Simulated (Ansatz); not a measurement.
Molecule: dichloro(ethynyl)borane, C2HBCl2, net charge 0, singlet state. 
Geometry from a B3LYP-D3(BJ)/def2-TZVP (Ansatz, a first-principles code) optimisation:
SMILES: C#CB(Cl)Cl
```xyz
6

C      2.6767    -0.4806    -0.2009
C      1.4936    -0.2681    -0.1121
B      0.0176    -0.0032    -0.0013
Cl    -0.6291     1.5711    -0.4144
Cl    -1.0668    -1.2666     0.5418
H      3.7210    -0.6680    -0.2793
```

Wanted: vertical triplet-singlet gap (E(triplet) - E(singlet); each state is the SCF solution reached for its spin), in kcal/mol. Cores are frozen in the correlated levels unless marked. Open shells are spin-unrestricted. Spin-orbit coupling is left out. Non-relativistic. Basis-set limits of correlation are two-point, X^-3; Hartree-Fock from the larger set. The bracket is a focal-point correction in the basis named.

```json
[
 {"level": "r2SCAN/def2-TZVPD", "program": "Ansatz", "vertical triplet-singlet gap (kcal/mol)": "93.3"},
 {"level": "B3LYP/def2-TZVPD", "program": "Ansatz", "vertical triplet-singlet gap (kcal/mol)": "98.4"},
 {"level": "PBE0/def2-TZVPD", "program": "Ansatz", "vertical triplet-singlet gap (kcal/mol)": "___"},
 {"level": "BHLYP/def2-TZVPD", "program": "Ansatz", "vertical triplet-singlet gap (kcal/mol)": "96.9"},
 {"level": "wB97X-V/def2-TZVPD", "program": "Ansatz", "vertical triplet-singlet gap (kcal/mol)": "___"},
 {"level": "B2PLYP/def2-TZVPD", "program": "Ansatz", "vertical triplet-singlet gap (kcal/mol)": "___"},
 {"level": "RI-MP2/CBS(aug-cc-pV(T+d)Z,aug-cc-pV(Q+d)Z)+[CCSD(T)-MP2]/aug-cc-pV(T+d)Z", "program": "Ansatz", "vertical triplet-singlet gap (kcal/mol)": "108.5"}
]
```

Task: Some entries are withheld; supply them.

Result: 
- PBE0/def2-TZVPD, vertical triplet-singlet gap (kcal/mol): 96.3
- wB97X-V/def2-TZVPD, vertical triplet-singlet gap (kcal/mol): 103.2
- B2PLYP/def2-TZVPD, vertical triplet-singlet gap (kcal/mol): 105.5
